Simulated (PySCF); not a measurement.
# What binds GeF⁺: the parts of the energy along the bond

State: ¹Σ⁺, singlet, closed shell. RHF-based CCSD(T) in PySCF 2.14 with Ge cc-pwCVDZ-PP with ECP10, F aug-cc-pVDZ and Ge cc-pwCVTZ-PP with ECP10, F aug-cc-pVTZ (frozen core orbitals: 5; scalar-relativistic core potentials). Correlation energies are extrapolated as n⁻³ (n = 2, 3), Hartree–Fock as (n+1)·exp(−9√n). CV is the change on freezing 4 orbitals instead, in Ge cc-pwCVTZ-PP with ECP10, F cc-pwCVTZ. All energies in eV from Ge⁺ + F.

```tsv
R (Å)	HF/CBS	CCSD corr.	(T)	CV	total
1.4819	-2.963	-1.739	-0.1752	-0.0109	-4.888
1.5492	-3.501	-1.766	-0.1912	-0.0090	-5.467
1.6166	-3.715	-1.798	-0.2081	-0.0074	-5.729
1.6839	-3.704	-1.833	-0.2257	-0.0061	-5.769
1.7513	-3.540	-1.869	-0.2439	-0.0051	-5.658
1.8355	-3.196	-1.912	-0.2672	-0.0042	-5.379
1.9197	-2.757	-1.954	-0.2909	-0.0034	-5.004
```

A fit to the total gives Re = 1.6649 Å, De = 5.776 eV, ωe = 813.5 cm⁻¹, Be = 0.4024 cm⁻¹ (masses 73.9212 and 18.9984 u).

Q: At R = 1.6839 Å the CCSD correlation energy is -0.504312 hartree in the smaller basis and -0.759563 in the larger. Extrapolate it.

A: (3³·E3 − 2³·E2)/(3³ − 2³) = -0.86704 hartree; the larger basis holds 87.6 % of it.

The T1 diagnostic is 0.019. The open-shell atoms are computed with UHF. Spin–orbit coupling, excitations beyond (T) and corrections to the Born–Oppenheimer picture are left out.
